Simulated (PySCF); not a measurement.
# Two-component Hartree-Fock for Eu(41+) (europium, charge +41)

Start: [Ar] 3d4; 3d3/2 filled at m_j = -3/2, -1/2, +1/2, +3/2. Calculated with PySCF 2.14 in an even-tempered Gaussian basis (16 s from 8.9 bohr⁻², ratio 2.8; 12 p from 12 bohr⁻², ratio 2.8; 8 d from 12 bohr⁻², ratio 2.8; 3 f from 39 bohr⁻², ratio 3): generalised Hartree-Fock with the X2C-1e Hamiltonian and a Gaussian nucleus; one run each with spin-orbit coupling (SO) switched off, then screened by Boettger's factors.

```tsv
spinor shell	electrons	ε, spin-free (eV)	ε, screened SO (eV)	weight of nominal j (screened SO)	rms radius, screened SO (bohr)
1s1/2	2	-51005.8	-50993.4	1.000	0.0254
2s1/2	2	-10305.4	-10299.8	1.000	0.102
2p1/2	2	-9424.9	-9894.7	1.000	0.0875
2p3/2	4	-9424.9	-9216.5	1.000	0.0934
3s1/2	2	-3742.5	-3740.7	1.000	0.254
3p1/2	2	-3458.8	-3583.4	1.000	0.243
3d3/2	4	-3162.9	-3172.6	1.000	0.221
```

Q: Where does 3p3/2 lie, and what is the 3p spin-orbit splitting (screened SO)?

A: At -3402.5 eV, 180.97 eV above 3p1/2.

| quantity | spin-free | screened SO |
| --- | --- | --- |
| E (hartree) | -9516.63247 | -9525.37569 |
| M_J | 0 | 0 |
| ⟨J²⟩ | 4.001 | 0.000 |
| ⟨L²⟩ | 6.001 | 2.429 |
| ⟨S²⟩ | 6.000 | 2.429 |

Breit and QED terms are absent; they matter most for the inner s and p1/2 levels.

Densities and radii are taken from the X2C orbitals without a picture-change correction, which distorts them close to the nucleus.

Without spin-orbit coupling the j labels of p, d and f shells carry no meaning; the spin-free column gives the mean over the occupied spinors of each nl shell, and its ⟨J²⟩ belongs to a mixture of degenerate components.
